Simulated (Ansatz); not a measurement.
`OBB(F)[SiH3]` + H–F → `FB(F)[SiH3]` + `BO`  (cleavage of the B–B bond)

Calculated with Ansatz (gas phase, PBE0-D4/def2-TZVP geometries, no zero-point term in ΔE). CCSD(T)/CBS is the MP2 limit (def2-TZVPP, def2-QZVPP) plus CCSD(T) − MP2 in def2-TZVPP, frozen cores. This one scheme is used for every species. Functionals use def2-TZVPP. B3LYP here is the variant with VWN-RPA as its local correlation; programs differ in this. Each species was taken in one conformer, which may not be the lowest.

Q: Is it downhill or uphill in electronic energy at CCSD(T)/CBS, and by how much? (An estimate is asked.)

A: The calculation gave: Downhill: ΔE = -193.1 kJ/mol.

Q: What do these levels give: r2SCAN-D4, PBE0-D4, B3LYP-D4, ωB97M-V, r2SCAN, HF/def2-TZVPP, MP2/def2-TZVPP, SCS-MP2/def2-TZVPP, HF/def2-QZVPP, MP2/def2-QZVPP, MP2/CBS(def2), CCSD/CBS(def2)? (An estimate is asked.)

A: Ansatz gave: r2SCAN-D4 -201.3, PBE0-D4 -189.0, B3LYP-D4 -198.7, ωB97M-V -202.6, r2SCAN -202.4, HF/def2-TZVPP -219.9, MP2/def2-TZVPP -202.2, SCS-MP2/def2-TZVPP -204.5, HF/def2-QZVPP -220.5, MP2/def2-QZVPP -199.5, MP2/CBS(def2) -197.2, CCSD/CBS(def2) -194.9 kJ/mol.

Largest T1 diagnostic among the species: 0.015.

From PBE to PBE0 (25 % exact exchange), in def2-TZVPP and without D4, ΔE moves by −3.5 kJ/mol. In def2-TZVPP, CCSD(T) changes the Hartree–Fock value by +21.8 kJ/mol (the triples alone add +1.7 kJ/mol) and MP2 by +17.7 kJ/mol.
